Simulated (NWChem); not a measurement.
System: BHSF₂; SMILES FB(F)S

The following NWChem deck was run.

```
start job
memory heap 200 mb stack 900 mb global 1100 mb
geometry units angstroms noautosym nocenter noautoz
  B      0.009338    -0.473922     0.000000
  F      1.138358    -1.162611     0.000000
  F     -1.140551    -1.130903     0.000000
  S      0.087569     1.339934     0.000000
  H     -1.247301     1.533527     0.000000
end
basis spherical
  B library aug-cc-pvdz
  F library aug-cc-pvdz
  S library aug-cc-pvdz
  H library aug-cc-pvdz
end
dft
  xc b3lyp
  iterations 150
end
property
  response 1 0.0773
end
task dft property
```

Output (shortened):

```
             Northwest Computational Chemistry Package (NWChem) 7.3.0
             --------------------------------------------------------

                             Geometry "geometry" -> ""
                             -------------------------

 Output coordinates in angstroms (scale by  1.889725989 to convert to a.u.)

  No.       Tag          Charge          X              Y              Z
 ---- ---------------- ---------- -------------- -------------- --------------
    1 B                    5.0000     0.00933800    -0.47392200     0.00000000
    2 F                    9.0000     1.13835800    -1.16261100     0.00000000
    3 F                    9.0000    -1.14055100    -1.13090300     0.00000000
    4 S                   16.0000     0.08756900     1.33993400     0.00000000
    5 H                    1.0000    -1.24730100     1.53352700     0.00000000

 Effective nuclear repulsion energy (a.u.)     144.3072076594

                              NWChem Property Module
                              ----------------------

                                 NWChem DFT Module
                                 -----------------

 Summary of "ao basis" -> "ao basis" (spherical)
 ------------------------------------------------------------------------------
       Tag                 Description            Shells   Functions and Types
 ---------------- ------------------------------  ------  ---------------------
 B                        aug-cc-pvdz                9       23   4s3p2d
 F                        aug-cc-pvdz                9       23   4s3p2d
 S                        aug-cc-pvdz               11       27   5s4p2d
 H                        aug-cc-pvdz                5        9   3s2p

            General Information
            -------------------
          SCF calculation type: DFT
          Wavefunction type:  closed shell.
          No. of atoms     :     5
          No. of electrons :    40
           Alpha electrons :    20
            Beta electrons :    20
          Charge           :     0
          Spin multiplicity:     1
          Use of symmetry is: off; symmetry adaption is: off
          Maximum number of iterations: 150
          AO basis - number of functions:   105
                     number of shells:    43
          Convergence on energy requested:  1.00D-06
          Convergence on density requested:  1.00D-05
          Convergence on gradient requested:  5.00D-04

              XC Information
              --------------
                         B3LYP Method XC Potential
                     Hartree-Fock (Exact) Exchange  0.200
                        Slater Exchange Functional  0.800 local
                    Becke 1988 Exchange Functional  0.720 non-local
              Lee-Yang-Parr Correlation Functional  0.810
                  VWN I RPA Correlation Functional  0.190 local

             Grid Information
             ----------------
          Grid used for XC integration:  medium
          Radial quadrature: Mura-Knowles
          Angular quadrature: Lebedev.
          Tag              B.-S. Rad. Rad. Pts. Rad. Cut. Ang. Pts.
          ---              ---------- --------- --------- ---------
          B                   0.85       49          13.0       434
          F                   0.50       49          13.0       434
          S                   1.00       88          12.0       590
          H                   0.35       45          14.0       434
          Grid pruning is: on
          Number of quadrature shells:   280
          Spatial weights used:  Erf1

      Superposition of Atomic Density Guess
      -------------------------------------

 Sum of atomic energies:        -621.28847014

      Non-variational initial energy
      ------------------------------

 Total energy =    -622.319885
 1-e energy   =   -1147.186301
 2-e energy   =     380.559208
 HOMO         =      -0.346415
 LUMO         =       0.023330

   convergence    iter        energy       DeltaE   RMS-Dens  Diis-err
 ---------------- ----- ----------------- --------- --------- ---------
 d= 0,ls=0.0,diis     1   -623.4306936476 -7.68D+02  1.49D-02  8.18D-01
 d= 0,ls=0.0,diis     2   -623.3995619343  3.11D-02  5.69D-03  1.43D+00
 d= 0,ls=0.0,diis     3   -623.5226860288 -1.23D-01  1.08D-03  2.60D-02
 d= 0,ls=0.0,diis     4   -623.5243394676 -1.65D-03  4.56D-04  3.48D-03
 d= 0,ls=0.0,diis     5   -623.5247465658 -4.07D-04  1.10D-04  2.24D-04
  Resetting Diis
 d= 0,ls=0.0,diis     6   -623.5247819526 -3.54D-05  1.77D-05  4.58D-06
 d= 0,ls=0.0,diis     7   -623.5247825216 -5.69D-07  1.22D-05  9.74D-07
 d= 0,ls=0.0,diis     8   -623.5247824015  1.20D-07  7.02D-06  2.46D-06

         Total DFT energy =     -623.524782401491
      One electron energy =    -1149.126142808314
           Coulomb energy =      432.411758868049
    Exchange-Corr. energy =      -51.117606120606
 Nuclear repulsion energy =      144.307207659380

 Numeric. integr. density =       40.000002786685

                       DFT Final Molecular Orbital Analysis
                       ------------------------------------

 Vector   18  Occ=2.000000D+00  E=-4.267715D-01
              MO Center=  2.9D-01,  7.7D-02,  7.5D-12, r^2= 3.0D+00
   Bfn.  Coefficient  Atom+Function         Bfn.  Coefficient  Atom+Function
  ----- ------------  ---------------      ----- ------------  ---------------
    29      0.429615  2 F  py                97      0.274488  5 H  s
    32      0.268578  2 F  py                78     -0.269440  4 S  px
    28      0.180259  2 F  px                98      0.173699  5 H  s
    79      0.172111  4 S  py                51      0.148056  3 F  px
     6     -0.133165  1 B  py                31      0.127351  2 F  px

 Vector   19  Occ=2.000000D+00  E=-3.654317D-01
              MO Center=  3.6D-02,  1.0D+00,  2.4D-11, r^2= 2.3D+00
   Bfn.  Coefficient  Atom+Function         Bfn.  Coefficient  Atom+Function
  ----- ------------  ---------------      ----- ------------  ---------------
    79      0.374234  4 S  py                73      0.275426  4 S  s
    78      0.264308  4 S  px                52      0.254253  3 F  py
    82      0.237043  4 S  py                 3     -0.235502  1 B  s
     6     -0.227383  1 B  py                81      0.185180  4 S  px
    55      0.159720  3 F  py                72      0.151003  4 S  s

 Vector   20  Occ=2.000000D+00  E=-3.006191D-01
              MO Center=  4.1D-02,  1.1D+00, -3.2D-11, r^2= 1.8D+00
   Bfn.  Coefficient  Atom+Function         Bfn.  Coefficient  Atom+Function
  ----- ------------  ---------------      ----- ------------  ---------------
    80      0.533038  4 S  pz                83      0.451401  4 S  pz
     7      0.130053  1 B  pz                30     -0.109856  2 F  pz
    53     -0.107807  3 F  pz                33     -0.073904  2 F  pz
    56     -0.071584  3 F  pz                10      0.058214  1 B  pz
    86      0.050490  4 S  pz                15      0.043438  1 B  d -1

 Vector   21  Occ=0.000000D+00  E=-2.494331D-02
              MO Center= -8.3D-01,  1.1D+00, -5.9D-09, r^2= 9.5D+00
   Bfn.  Coefficient  Atom+Function         Bfn.  Coefficient  Atom+Function
  ----- ------------  ---------------      ----- ------------  ---------------
    99      1.309384  5 H  s                 74     -0.724203  4 S  s
    98      0.504646  5 H  s                 73     -0.427642  4 S  s
    84      0.371039  4 S  px                81      0.303179  4 S  px
     4      0.260261  1 B  s                 78      0.181449  4 S  px
    72     -0.172203  4 S  s                  3      0.169221  1 B  s

 Vector   22  Occ=0.000000D+00  E=-1.087232D-02
              MO Center=  1.3D-02, -1.2D-01, -7.9D-09, r^2= 3.2D+00
   Bfn.  Coefficient  Atom+Function         Bfn.  Coefficient  Atom+Function
  ----- ------------  ---------------      ----- ------------  ---------------
    10      0.677629  1 B  pz                 7      0.608255  1 B  pz
    13      0.338925  1 B  pz                86     -0.328272  4 S  pz
    83     -0.281586  4 S  pz                30     -0.230364  2 F  pz
    53     -0.228974  3 F  pz                80     -0.192857  4 S  pz
    33     -0.189746  2 F  pz                56     -0.189265  3 F  pz

 Vector   23  Occ=0.000000D+00  E= 7.754803D-03
              MO Center= -2.8D-01,  6.3D-02,  1.7D-08, r^2= 8.3D+00
   Bfn.  Coefficient  Atom+Function         Bfn.  Coefficient  Atom+Function
  ----- ------------  ---------------      ----- ------------  ---------------
     4      2.096487  1 B  s                 99     -1.117234  5 H  s
    85      0.861009  4 S  py                98     -0.589266  5 H  s
     3      0.463614  1 B  s                 74     -0.404125  4 S  s
    82      0.368397  4 S  py                84     -0.326768  4 S  px
    81     -0.306729  4 S  px                 9      0.257389  1 B  py

     Multipole analysis of the density
     ---------------------------------

     L   x y z        total         alpha         beta         nuclear
     -   - - -        -----         -----         ----         -------
     0   0 0 0     -0.000000    -20.000000    -20.000000     40.000000

[...]

 DFT Linear Response polarizability / au
 Frequency  =       0.0773000 / au
 Wavelength =     589.4353558 / nm
              X              Y              Z
 -----------------------------------------------
 X      35.3558968     -0.6722379      0.0000000
 Y      -0.6722623     44.2773424      0.0000000
 Z       0.0000000      0.0000000     30.7934674
 -----------------------------------------------
 Eigenvalues =      35.3055275     44.3277117     30.7934674
 Isotropic   =      36.8089022
 Anisotropic =      11.9359596
 -----------------------------------------------

 Magnetic Dipole Response Matrix (nonzero elements):

 Exiting AOResponse driver routine
```

Level: B3LYP/aug-cc-pVDZ. All runs use the structure optimised with B3LYP/6-31G* (spherical d).
